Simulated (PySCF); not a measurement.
## Sc²⁺ (scandium, charge +2): UHF calculation

Configuration: [Ar] 3d1, 2D determinant. Calculation: PySCF 2.14, in jorge-DZP-DKH (8s6p2d1f, 43 functions); the spin-free X2C one-electron Hamiltonian (Gaussian nucleus).

| Item | Value |
| --- | --- |
| Total energy | -762.618093 hartree |
| One-electron energy | -1033.2944 hartree |
| Hartree (Coulomb) energy | 308.7532 hartree |
| Exchange energy | -38.0769 hartree |
| ⟨S²⟩ | 0.7510 |
| ⟨L²⟩ | 6.010 |
| Sum of ⟨r⟩ | 13.38 bohr |
| Sum of ⟨r²⟩ | 16.33 bohr² |
| Traceless quadrupole moment −½Σ⟨3z² − r²⟩ along its main axis | 0.850 e·bohr² |
| Langevin diamagnetic susceptibility | -12.9 ×10⁻⁶ cm³/mol |
| Time after the integrals | 0.12 s of wall time on 1 thread of Neoverse-V2 (shared host) |

| shell | electrons | mean orbital energy (hartree) | spread (hartree) | rms radius, mean of both spins (bohr) |
| --- | --- | --- | --- | --- |
| 1s β | 1 | -167.39527 | 0 | 0.0844 |
| 1s α | 1 | -167.39446 | 0 | 0.0844 |
| 2s α | 1 | -19.82799 | 0 | 0.371 |
| 2s β | 1 | -19.81465 | 0 | 0.371 |
| 2p α | 3 | -16.25869 | 0.00319 | 0.340 |
| 2p β | 3 | -16.24548 | 0.01943 | 0.340 |
| 3s α | 1 | -3.17276 | 0 | 1.16 |
| 3s β | 1 | -3.11485 | 0 | 1.16 |
| 3p α | 3 | -2.17092 | 0.03769 | 1.26 |
| 3p β | 3 | -2.09818 | 0.05881 | 1.26 |
| 3d α | 1 | -0.90200 | 0 | 1.75 |

Densities and radii are taken from the X2C orbitals without a picture-change correction, which distorts them close to the nucleus.
